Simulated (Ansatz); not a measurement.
# Ligand redistribution between two centres

Start structure (BSiH5Cl2O, singlet), relaxed at PBE0-D4/def2-TZVP:

| atom | x (Å) | y (Å) | z (Å) |
| --- | --- | --- | --- |
| B1 | -1.4377 | -0.5822 | -1.1917 |
| O2 | -0.6444 | -1.5402 | -0.6881 |
| Cl3 | -0.9407 | 0.3832 | -2.5774 |
| Cl4 | -2.9902 | -0.3012 | -0.4472 |
| Si5 | 1.1608 | 0.7320 | 1.2164 |
| H6 | -0.1263 | 1.3112 | 0.7563 |
| H7 | 1.8742 | 0.1420 | 0.0526 |
| H8 | 2.0037 | 1.8024 | 1.8060 |
| H9 | 0.9068 | -0.3238 | 2.2264 |
| H10 | 0.1939 | -1.6234 | -1.1533 |

The step: BHCl₂O ([OH][B]([Cl])[Cl]) + SiH₄ → BHCl₂ ([Cl][BH][Cl]) + SiH₄O ([OH][SiH3]) (still joined by a long B–O bond); bonds formed: B1–H6, O2–Si5; bonds broken: Si5–H6; bonds weakened to dative contacts: B1–O2. Program: Ansatz 0.2.0. Basis: def2-TZVPP and def2-QZVPP. Cores are frozen in the correlated methods. Extrapolation: Hartree–Fock as exp(−7.88 √X), correlation as X^−2.97. Energies below are by CCSD(T) at an estimated basis limit (MP2 extrapolated from triple and quadruple zeta, plus CCSD(T) − MP2 in triple zeta).

**Question.** What are the electronic barrier and the energy of the step, from the start structure to the end structure? (To be estimated.)

**Answer.** By the calculation: Barrier 1.018 eV; step energy 0.120 eV (uphill); reverse barrier, their difference, 0.897 eV. Barrier and step energy count from the start structure, the reverse barrier from the end structure.

The saddle point: One imaginary mode of 246i cm⁻¹.
```json
{"pair": "B1–H6", "start (Å)": "3.02", "saddle (Å)": "1.33", "end (Å)": "1.20"}
{"pair": "O2–Si5", "start (Å)": "3.47", "saddle (Å)": "2.01", "end (Å)": "1.72"}
{"pair": "B1–O2", "start (Å)": "1.34", "saddle (Å)": "1.47", "end (Å)": "1.61"}
{"pair": "Si5–H6", "start (Å)": "1.48", "saddle (Å)": "1.67", "end (Å)": "2.68"}
```

Zero-point energy (harmonic, PBE0-D4): ZPE is 1.462 eV at the start and 1.538 eV at the saddle, so the barrier goes from 1.018 to 1.095 eV.

T1 diagnostic: at most 0.012.

Ligand swaps between two centres remove the fluorinated layer in thermal atomic layer etching, and scramble precursors in the gas phase.

Labels in which every atom is bracketed show which atoms are joined, not bond orders.

For scale, one of the runs: CCSD(T)/def2-TZVPP, 258 basis functions, launched by `ansatz run in.yaml --threads 8 --pin off --events-out ev --progress --plain --max-ram 19148MiB`. The run took 20 s on 8 CPU threads of an Intel Xeon 6975P-C (shared host), with 6.3 GiB of host memory at its peak.
